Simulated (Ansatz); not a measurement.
Basis-set series for `CC(C)C[SiH2]CC(C)C`. Total charge 0; spin multiplicity 1. The geometry is a stationary point of PBE0-D4/def2-TZVP. It is one conformer, not always the lowest.

```tsv
functional	basis	functions	energy (Eh)	HOMO (eV)	LUMO (eV)
PBE0-D4	def2-SVP	230	-605.59365	-8.01	1.36
PBE0-D4	def2-TZVPP	570	-606.03406	-8.00	0.83
ωB97M-V	def2-SVP	230	-605.84983	-10.23	3.02
ωB97M-V	def2-TZVPP	570	-606.31509	-10.22	2.27
```

Q: Give the rows for def2-QZVPP. (Estimate.)

A: Ansatz gave: 
| functional | basis | functions | energy (Eh) | HOMO (eV) | LUMO (eV) |
| --- | --- | --- | --- | --- | --- |
| PBE0-D4 | def2-QZVPP | 1126 | -606.06200 | -8.00 | 0.50 |
| ωB97M-V | def2-QZVPP | 1126 | -606.34208 | -10.22 | 1.67 |

Positive LUMOs are unbound and depend on the basis.
